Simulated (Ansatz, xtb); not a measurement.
## BH7O4Si: which of two conformers lies lower

Structure I: `O[SiH](O)O[BH2-][OH2+]`, a singlet. Structure II: `O[SiH](O)O[BH2-][OH2+]`, a singlet. Both are isolated molecules in the gas phase, relaxed with PBE0-D4/def2-SVP.

I (Å):

```yaml
atoms:
  - { symbol: B, position_ang: [0.6029, 0.1648, 2.2346] }
  - { symbol: O, position_ang: [0.4302, -0.3294, -1.8046] }
  - { symbol: O, position_ang: [-0.2207, -2.0196, 0.2852] }
  - { symbol: O, position_ang: [0.5678, 0.3807, 0.8016] }
  - { symbol: O, position_ang: [-0.7140, -0.8097, 2.5298] }
  - { symbol: Si, position_ang: [0.8303, -0.8044, -0.2805] }
  - { symbol: H, position_ang: [-0.2594, 0.3382, -1.8738] }
  - { symbol: H, position_ang: [2.1931, -1.3720, -0.3699] }
  - { symbol: H, position_ang: [-0.1466, -2.9039, -0.0870] }
  - { symbol: H, position_ang: [0.3577, 1.1669, 2.8827] }
  - { symbol: H, position_ang: [1.5231, -0.5360, 2.6339] }
  - { symbol: H, position_ang: [-0.6809, -1.4831, 1.7952] }
  - { symbol: H, position_ang: [-1.5095, -0.2846, 2.3715] }
```

II (Å):

```xyz
13

B     1.5368    0.5840    0.0549
O     1.3116   -0.4425    1.3385
O     0.3181    0.4572   -0.7146
O    -1.1300    2.7013    0.0243
O    -1.1655    0.3393    1.3993
Si   -1.0825    1.0615   -0.1436
H     1.3018   -1.3443    0.9902
H     2.5249    0.1400   -0.5000
H     1.6810    1.6638    0.6272
H    -2.2526    0.6708   -0.9518
H    -0.2862    3.1092    0.2509
H     0.3749   -0.2512    1.6265
H    -1.7785    0.7167    2.0386
```

Energies in hartree; the thermal terms are from GFN2-xTB frequencies at re-optimised GFN2-xTB minima (ideal gas, soft modes damped towards free rotors, one conformer each, 298.15 K, 1 atm) and include the zero-point energy:

```
                              I           II
E, CCSD(T)/def2-SVP  −617.994896  −617.996481
    E, MP2/def2-SVP  −617.931710  −617.933340
  E, MP2/def2-TZVPP  −618.720100  −618.720910
  zero-point energy     0.087802     0.087135
       H(298 K) − E     0.097643     0.097334
       G(298 K) − E     0.055213     0.053869
```

Question: Correct the CCSD(T) difference for the basis set by the MP2 change, then work out ΔE, ΔE₀, ΔH and ΔG for I → II in kJ/mol (1 Eh = 2625.50 kJ/mol) and the equilibrium ratio [II]/[I].

Answer: 1. Differences II − I: CCSD(T) −0.001585, MP2 in the small set −0.001630, MP2 in the large set −0.000810 Eh.
2. ΔE = −0.001585 + (−0.000810 − (−0.001630)) = −0.000765 Eh = −2.01 kJ/mol.
3. ΔE₀ = ΔE + ΔZPE = −0.000765 + (−0.000667) Eh = −3.76 kJ/mol.
4. ΔH = ΔE + (−0.000309) Eh = −2.82 kJ/mol.
5. ΔG = ΔE + (−0.001344) Eh = −5.54 kJ/mol, so ΔS = (ΔH − ΔG)/T = +9.1 J/(mol K).
6. kT = 0.9442 mEh, so K = [II]/[I] = exp(−ΔG/kT) = exp(+2.23) ≈ 9.3.

The sums favour II, but ΔE leans on the basis-set step (CCSD(T) alone has the other sign or is under 1 kcal/mol), so the order isn't settled. An error of 4 kJ/mol in ΔG would change K by a factor of 5. Mirror images and further conformers aren't counted.

Other levels gave ΔE = −4.2 (PBE0-D4/def2-SVP); −0.8 (HF/def2-SVP); −4.3 (MP2/def2-SVP); −4.2 (CCSD(T)/def2-SVP) kJ/mol. The correlated steps freeze 10 core orbitals. Programs: Ansatz 0.2.0, xtb 6.7.1.
